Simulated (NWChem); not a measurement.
Program: NWChem. System: CH3S, charge 0, spin multiplicity 2, at a geometry optimised with UPBE/def2-SVP. The structure started from a generated list of species. Its SCF solution wasn't tested for a lower state. Level: UHF/def2-TZVP.

Input file:

```
start mol
memory heap 200 mb stack 900 mb global 1100 mb
geometry units angstroms nocenter noautoz noautosym
  C     -1.037369     0.474993     0.087346
  S      0.499600    -0.314045    -0.038527
  H     -1.918388    -0.179361     0.048311
  H     -1.139352     1.561936    -0.025076
  H      1.288359     0.792188     0.069119
end
basis spherical
  * library def2-tzvp
end
scf
  uhf
  nopen 1
  maxiter 100
  thresh 1e-7
  semidirect memsize 60000000 filesize 0
  # guess.movecs holds the orbitals of an unrestricted PBE0 run
  vectors input guess.movecs output mol.movecs
end
task scf energy
```

Output (cleaned and shortened):

```
             Northwest Computational Chemistry Package (NWChem) 7.3.0
             --------------------------------------------------------

                                NWChem Input Module
                                -------------------

 Scaling coordinates for geometry "geometry" by  1.889725989
 (inverse scale =  0.529177249)

                             Geometry "geometry" -> ""
                             -------------------------

 Output coordinates in angstroms (scale by  1.889725989 to convert to a.u.)

  No.       Tag          Charge          X              Y              Z
 ---- ---------------- ---------- -------------- -------------- --------------
    1 C                    6.0000    -1.03736900     0.47499300     0.08734600
    2 S                   16.0000     0.49960000    -0.31404500    -0.03852700
    3 H                    1.0000    -1.91838800    -0.17936100     0.04831100
    4 H                    1.0000    -1.13935200     1.56193600    -0.02507600
    5 H                    1.0000     1.28835900     0.79218800     0.06911900

 Effective nuclear repulsion energy (a.u.)      50.2114547713

            Nuclear Dipole moment (a.u.)
            ----------------------------
        X                 Y               Z
 ---------------- ---------------- ----------------
     0.0000094486     0.0000018897    -0.0000037795


 Summary of "ao basis" -> "" (spherical)
 ------------------------------------------------------------------------------
       Tag                 Description            Shells   Functions and Types
 ---------------- ------------------------------  ------  ---------------------
 *                         def2-tzvp                  on all atoms

 Summary of "ao basis" -> "ao basis" (spherical)
 ------------------------------------------------------------------------------
       Tag                 Description            Shells   Functions and Types
 ---------------- ------------------------------  ------  ---------------------
 C                         def2-tzvp                11       31   5s3p2d1f
 S                         def2-tzvp                13       37   5s5p2d1f
 H                         def2-tzvp                 4        6   3s1p

                                 NWChem SCF Module
                                 -----------------

  ao basis        = "ao basis"
  functions       =    86
  atoms           =     5
  alpha electrons =    13
  beta  electrons =    12
  charge          =   0.00
  wavefunction    = UHF
  use symmetry    = F
  symmetry adapt  = F

 Summary of "ao basis" -> "ao basis" (spherical)
 ------------------------------------------------------------------------------
       Tag                 Description            Shells   Functions and Types
 ---------------- ------------------------------  ------  ---------------------
 C                         def2-tzvp                11       31   5s3p2d1f
 S                         def2-tzvp                13       37   5s5p2d1f
 H                         def2-tzvp                 4        6   3s1p

 Forming initial guess at       0.1s

 Starting SCF solution at       0.1s

 ----------------------------------------------
         Quadratically convergent UHF

 Convergence threshold     :          1.000E-07
 Maximum no. of iterations :          100
 Integral*density screening:          1.000E-09
 ----------------------------------------------

              iter       energy          gnorm     gmax       time
             ----- ------------------- --------- --------- --------
                 1     -437.1084561953  6.05D-01  2.41D-01      1.5
                 2     -437.1208663012  7.45D-02  1.83D-02      1.6
                 3     -437.1227896425  4.71D-03  1.77D-03      2.1
                 4     -437.1227993466  2.92D-05  5.57D-06      2.9
                 5     -437.1227993470  9.23D-09  3.15D-09      3.9

       Final UHF  results
       ------------------

         Total SCF energy =   -437.122799346974
      One electron energy =   -702.163139529841
      Two electron energy =    214.828885411574
 Nuclear repulsion energy =     50.211454771293

                       Sz =      0.5000
                 Sz(Sz+1) =      0.7500
                      S^2 =      0.7711

        Time for solution =      3.8s

          Final alpha eigenvalues
          -----------------------

              1
    1  -91.9679
    2  -11.2664
    3   -8.9714
    4   -6.6541
    5   -6.6524
    6   -6.6509
    7   -1.0556
    8   -0.8562
    9   -0.6291
   10   -0.5557
   11   -0.4914
   12   -0.4704
   13   -0.3124
   14    0.1265
   15    0.1659
   16    0.2069
   17    0.2299
   18    0.3057
   19    0.3093
   20    0.3398
   21    0.3544
   22    0.3838
   23    0.4424

          Final beta eigenvalues
          ----------------------

              1
    1  -91.9671
    2  -11.2420
    3   -8.9705
    4   -6.6530
    5   -6.6518
    6   -6.6478
    7   -1.0210
    8   -0.7982
    9   -0.6184
   10   -0.5443
   11   -0.4698
   12   -0.3875
   13    0.1114
   14    0.1307
   15    0.1781
   16    0.2113
   17    0.2362
   18    0.3080
   19    0.3181
   20    0.3575
   21    0.3880
   22    0.3920
   23    0.4643

                    UHF Final Alpha Molecular Orbital Analysis
                    ------------------------------------------

 Vector   11  Occ=1.000000D+00  E=-4.914480D-01
              MO Center= -7.0D-02,  3.0D-02, -8.5D-02, r^2= 2.1D+00
   Bfn.  Coefficient  Atom+Function         Bfn.  Coefficient  Atom+Function
  ----- ------------  ---------------      ----- ------------  ---------------
    48      0.281809  2 S  pz                11      0.241921  1 C  pz
     8      0.233159  1 C  pz                47      0.228515  2 S  py
    36     -0.172746  2 S  s                 35     -0.163412  2 S  s

 Vector   12  Occ=1.000000D+00  E=-4.703520D-01
              MO Center=  4.6D-02, -6.0D-02,  1.2D-01, r^2= 2.1D+00
   Bfn.  Coefficient  Atom+Function         Bfn.  Coefficient  Atom+Function
  ----- ------------  ---------------      ----- ------------  ---------------
    47      0.317666  2 S  py                11     -0.210102  1 C  pz
    48     -0.205159  2 S  pz                 8     -0.200030  1 C  pz
    36     -0.192968  2 S  s                 50      0.193125  2 S  py
    35     -0.176930  2 S  s

 Vector   13  Occ=1.000000D+00  E=-3.123824D-01
              MO Center= -1.1D-01,  2.5D-02,  2.6D-02, r^2= 2.4D+00
   Bfn.  Coefficient  Atom+Function         Bfn.  Coefficient  Atom+Function
  ----- ------------  ---------------      ----- ------------  ---------------
    48      0.410367  2 S  pz                51      0.404126  2 S  pz
    11     -0.328570  1 C  pz                 8     -0.307231  1 C  pz
    14     -0.285382  1 C  pz                45      0.190782  2 S  pz

 Vector   14  Occ=0.000000D+00  E= 1.265064D-01
              MO Center=  2.9D-01,  6.5D-01,  2.2D-02, r^2= 5.1D+00
   Bfn.  Coefficient  Atom+Function         Bfn.  Coefficient  Atom+Function
  ----- ------------  ---------------      ----- ------------  ---------------
     5      1.531568  1 C  s                 83     -1.376407  5 H  s
    77     -1.224228  4 H  s                 49      0.744942  2 S  px
    71     -0.731566  3 H  s                 36      0.667571  2 S  s
    50      0.548044  2 S  py                12     -0.240270  1 C  px
    13      0.176805  1 C  py

 Vector   15  Occ=0.000000D+00  E= 1.658845D-01
              MO Center= -1.7D-01,  2.1D-01,  3.0D-02, r^2= 7.1D+00
   Bfn.  Coefficient  Atom+Function         Bfn.  Coefficient  Atom+Function
  ----- ------------  ---------------      ----- ------------  ---------------
     5      2.434067  1 C  s                 36     -1.845934  2 S  s
    71     -1.613429  3 H  s                 83      0.909186  5 H  s
    49      0.749232  2 S  px                77     -0.740209  4 H  s
    50     -0.688602  2 S  py                13     -0.531429  1 C  py
     4      0.504749  1 C  s                  9      0.338614  1 C  px

 Vector   16  Occ=0.000000D+00  E= 2.069237D-01
              MO Center= -1.7D+00,  3.6D-02, -4.1D-02, r^2= 5.7D+00
   Bfn.  Coefficient  Atom+Function         Bfn.  Coefficient  Atom+Function
  ----- ------------  ---------------      ----- ------------  ---------------
    71      3.100373  3 H  s                 77     -2.017601  4 H  s
    12      1.610744  1 C  px                13      1.411908  1 C  py
    36     -1.023769  2 S  s                 50     -0.749822  2 S  py
    49      0.444488  2 S  px                70     -0.436265  3 H  s
    76      0.291576  4 H  s                  5      0.197451  1 C  s

                     UHF Final Beta Molecular Orbital Analysis
                     -----------------------------------------

 Vector   10  Occ=1.000000D+00  E=-5.443078D-01
              MO Center= -4.2D-01,  1.8D-01,  3.9D-02, r^2= 2.3D+00
   Bfn.  Coefficient  Atom+Function         Bfn.  Coefficient  Atom+Function
  ----- ------------  ---------------      ----- ------------  ---------------
    46      0.303753  2 S  px                 6     -0.247525  1 C  px
    70      0.223120  3 H  s                  9     -0.206223  1 C  px
    82      0.166499  5 H  s

 Vector   11  Occ=1.000000D+00  E=-4.698096D-01
              MO Center=  3.1D-01, -2.1D-01, -4.7D-02, r^2= 2.1D+00
   Bfn.  Coefficient  Atom+Function         Bfn.  Coefficient  Atom+Function
  ----- ------------  ---------------      ----- ------------  ---------------
    47      0.390525  2 S  py                36     -0.243077  2 S  s
    35     -0.237463  2 S  s                 50      0.236029  2 S  py
    44      0.182926  2 S  py                34      0.156050  2 S  s
    82      0.156179  5 H  s

 Vector   12  Occ=1.000000D+00  E=-3.874987D-01
              MO Center=  3.1D-01, -1.9D-01, -7.5D-03, r^2= 1.7D+00
   Bfn.  Coefficient  Atom+Function         Bfn.  Coefficient  Atom+Function
  ----- ------------  ---------------      ----- ------------  ---------------
    48      0.485879  2 S  pz                51      0.346721  2 S  pz
    45      0.216662  2 S  pz                39     -0.173282  2 S  pz

 Vector   13  Occ=0.000000D+00  E= 1.113699D-01
              MO Center= -8.1D-01,  3.7D-01,  1.3D-01, r^2= 3.0D+00
   Bfn.  Coefficient  Atom+Function         Bfn.  Coefficient  Atom+Function
  ----- ------------  ---------------      ----- ------------  ---------------
    14      0.798112  1 C  pz                51     -0.464737  2 S  pz
     8      0.262277  1 C  pz                 5      0.176559  1 C  s
    11      0.171760  1 C  pz

 Vector   14  Occ=0.000000D+00  E= 1.306645D-01
              MO Center=  4.9D-01,  6.6D-01,  4.1D-02, r^2= 4.9D+00
   Bfn.  Coefficient  Atom+Function         Bfn.  Coefficient  Atom+Function
  ----- ------------  ---------------      ----- ------------  ---------------
    83      1.482964  5 H  s                  5     -1.290773  1 C  s
    77      1.137617  4 H  s                 36     -0.851510  2 S  s
    49     -0.685586  2 S  px                50     -0.609966  2 S  py
    71      0.553201  3 H  s                 12      0.255162  1 C  px
    13     -0.237721  1 C  py                14      0.158937  1 C  pz

 Vector   15  Occ=0.000000D+00  E= 1.780675D-01
              MO Center= -4.9D-01,  2.0D-01,  2.5D-02, r^2= 7.3D+00
   Bfn.  Coefficient  Atom+Function         Bfn.  Coefficient  Atom+Function
  ----- ------------  ---------------      ----- ------------  ---------------
     5      2.760038  1 C  s                 71     -1.889478  3 H  s
    36     -1.762780  2 S  s                 77     -0.926284  4 H  s
    49      0.815607  2 S  px                83      0.768840  5 H  s
    50     -0.591549  2 S  py                13     -0.545654  1 C  py
     4      0.491899  1 C  s                  9      0.340555  1 C  px

 center of mass
 --------------
 x =   0.07003071 y =  -0.08641178 z =  -0.00364146

 moments of inertia (a.u.)
 ------------------
          32.256137487014          40.237792441599           5.978780301333
          40.237792441599          98.797385355869          -3.169454878632
           5.978780301333          -3.169454878632         130.006235135427

  Mulliken analysis of the total density
  --------------------------------------

    Atom       Charge   Shell Charges
 -----------   ------   -------------------------------------------------------
    1 C    6     6.33   0.85  1.12  0.48  0.72  0.11  1.18  1.39  0.40  0.01  0.05  0.01
    2 S   16    16.10   2.01  0.49  1.48  1.04  0.76  4.18  1.69  0.88  2.30  1.10  0.05  0.10  0.01
    3 H    1     0.86   0.26  0.49  0.09  0.02
    4 H    1     0.85   0.26  0.49  0.09  0.02
    5 H    1     0.86   0.23  0.50  0.11  0.02

  Mulliken analysis of the alpha density
  --------------------------------------

    Atom       Charge   Shell Charges
 -----------   ------   -------------------------------------------------------
    1 C    6     3.72   0.43  0.56  0.26  0.39  0.06  0.78  0.93  0.28  0.01  0.02  0.00
    2 S   16     8.07   1.00  0.24  0.74  0.52  0.38  2.09  0.85  0.45  1.16  0.55  0.03  0.06  0.01
    3 H    1     0.39   0.12  0.22  0.04  0.01
    4 H    1     0.39   0.12  0.22  0.04  0.01
    5 H    1     0.43   0.11  0.25  0.06  0.01

   Mulliken analysis of the beta density
   -------------------------------------

    Atom       Charge   Shell Charges
 -----------   ------   -------------------------------------------------------
    1 C    6     2.61   0.43  0.56  0.22  0.33  0.04  0.41  0.46  0.12  0.01  0.03  0.00
    2 S   16     8.02   1.00  0.24  0.74  0.52  0.38  2.09  0.85  0.43  1.14  0.56  0.02  0.04  0.01
    3 H    1     0.47   0.14  0.27  0.05  0.01
    4 H    1     0.47   0.14  0.27  0.05  0.01
    5 H    1     0.43   0.11  0.25  0.06  0.01

   Mulliken analysis of the spin density
   -------------------------------------

    Atom       Charge   Shell Charges
 -----------   ------   -------------------------------------------------------
    1 C    6     1.10   0.00 -0.00  0.04  0.06  0.02  0.37  0.47  0.15 -0.00 -0.00 -0.00
    2 S   16     0.05   0.00  0.00 -0.00  0.00 -0.00  0.00 -0.00  0.02  0.02 -0.01  0.01  0.02  0.00
    3 H    1    -0.08  -0.02 -0.05 -0.02  0.01
    4 H    1    -0.08  -0.01 -0.05 -0.02  0.01
    5 H    1    -0.00  -0.00 -0.00  0.00  0.00

       Multipole analysis of the density wrt the origin
       ------------------------------------------------

     L   x y z        total         alpha         beta         nuclear
     -   - - -        -----         -----         ----         -------
     0   0 0 0      0.000000    -13.000000    -12.000000     25.000000

     1   1 0 0     -0.112875      0.690732     -0.803616      0.000009
     1   0 1 0      0.440530     -0.132163      0.572691      0.000002
     1   0 0 1     -0.021130     -0.142320      0.121193     -0.000004

     2   2 0 0    -13.474736    -39.553216    -34.946058     61.024538
     2   1 1 0      1.032918     12.020015     10.016819    -21.003917
     2   1 0 1      0.191797      1.912992      1.230963     -2.952157
     2   0 2 0    -14.262334    -18.512374    -17.287316     21.537355
     2   0 1 1      0.028173     -0.966290     -0.610527      1.604989
     2   0 0 2    -17.278610     -9.984208     -7.570321      0.275920

 Task  times  cpu:        3.9s     wall:        3.9s

 Total times  cpu:        4.0s     wall:        4.0s
```
